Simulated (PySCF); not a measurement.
Field gradients at the hydrogen positions

Compound: C₃H₄NO₃S₂ (charge -1).
Geometry (GFN2-xTB, Å), atoms numbered from 1 in this order:
```xyz
13
C3H4NO3S2 angstrom
C     -1.4060   -0.2707   -0.6733
S     -0.4830    1.2235   -0.1368
O     -1.3615    1.8954    0.8476
C      0.8042    0.3162    0.8074
C      0.3717   -0.7646    1.5644
N      0.0252   -1.6952    2.1549
S      2.0568   -0.1354   -0.7362
O      1.3158   -1.1752   -1.4762
O      2.0048    1.1819   -1.3995
H     -1.8124   -0.7764    0.1958
H     -0.6962   -0.9020   -1.2013
H     -2.2033    0.0544   -1.3348
H      1.3796    1.0485    1.3700
```

Level: PBE0/pcSseg-1 (PySCF, non-relativistic); Q(2H) = 0.00286 b; rigid geometry, the same for H and D, with no vibrational averaging.

**Question.** Rank these positions by the coupling χzz of a deuteron there, largest first.
A. H12 (methyl hydrogen)
B. H11 (methyl hydrogen)
C. H10 (methyl hydrogen)

**Answer.** A (217 kHz), C (212 kHz), B (191 kHz).

**Question.** Give the electric field gradient Vzz (the principal value of largest size), its asymmetry and the 2H coupling at each hydrogen.

**Answer.** 
| atom | bonded to | bond length (Å) | Vzz (au) | η | χzz (kHz) |
| --- | --- | --- | --- | --- | --- |
| H10 | C1 | 1.085 | 0.3160 | 0.05 | 212 |
| H11 | C1 | 1.087 | 0.2849 | 0.04 | 191 |
| H12 | C1 | 1.086 | 0.3227 | 0.05 | 217 |
| H13 | C4 | 1.088 | 0.3153 | 0.08 | 212 |

Isolated species at its GFN2-xTB geometry (one conformer only). The pcSseg-1 basis has no diffuse functions, a weakness for an anion. GFN2-xTB bond lengths can be off by several hundredths of an ångström, more for odd bonds, and the gradients follow them. With so small a basis the couplings can be 20 % off.

The run behind these numbers computed NMR shieldings as well. The run took 37 s of wall time (grids of density and orbitals included) on Arm Neoverse V2, one thread, shared host, and the process peaked at 0.85 GiB of memory.
